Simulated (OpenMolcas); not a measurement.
Ti3+: moving the ligands

Ti3+ with 4 ligands (bromide) in tetrahedral coordination (Td) at 2.45 Å. A charge of +0.25 e stands 3.2 Å behind each ligand. Ligand basis ANO-RCC-VDZP.
```
Ti    0.0000    0.0000    0.0000
Br    1.4145    1.4145    1.4145
Br    1.4145   -1.4145   -1.4145
Br   -1.4145    1.4145   -1.4145
Br   -1.4145   -1.4145    1.4145
```

```yaml
Program: OpenMolcas 26.06
Method: CASSCF
Basis: ANO-RCC-VTZP [6s5p3d2f1g]
Scalar_Hamiltonian: DKH2, point nucleus
Active_space: 1 electron in 5 orbitals (3d)
State_averaging: 2S+1 = 2 even, 5 roots
Spin-orbit_coupling: RASSI with atomic mean-field integrals over the reference wave functions
```

Runs around this geometry, states (labels of Td). Energies in cm-1 above the lowest state or level, χT in cm3 K/mol; 10Dq is the gap between the two states; 10Dq is negative for this site.

```csv
R (Å),Ground state,First state of that spin,10Dq,First gap with spin-orbit (degeneracies),χT at 300 K
2.32,2E,2T2 5669,-5669,"5566 (4, 2)",0.393
2.45,2E,2T2 4632,-4632,"4580 (4, 2)",0.399
2.57,2E,2T2 3859,-3859,"3845 (4, 2)",0.405
```

Taking |10Dq| as R^-n, n = -ln(3859 / 5669) / ln(2.57 / 2.32) = 3.8 between the shortest and longest distance. The point-charge formula for a cubic d site gives n = 5.

An orbital doublet at a regular site is open to a Jahn-Teller distortion, which this geometry leaves out. Ligand-to-metal charge-transfer states are missing. With metal d orbitals alone and no dynamic correlation the field as a rule comes out too small, by tens of per cent, by up to half for chloride and softer ligands. The least metal-like active orbital is 84 % on the metal (Löwdin) and no ligand orbital is active, so the numbers are rough (holds for R = 2.32). No measured value stands beside these numbers; the geometry is a model, was not optimised and need not be the one that this ion takes.
